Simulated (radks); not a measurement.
Task: The platinum ion Pt3+ is in [Xe] 4f14 5d7. All-electron calculation, non-relativistic Kohn-Sham, PBE, spin-polarised, spherical densities, point nucleus. Program: a radial shooting solver on a logarithmic mesh with Libxc functionals. Open shells are filled with parallel spins first. One electron is removed from 4f, 5d, 5s, 5p in turn, with full relaxation. Which removal costs least, and what does each cost?

Result: 5d 45.234 eV; 5p 92.283 eV; 5s 122.10 eV; 4f 131.24 eV. The 5d electron leaves first.
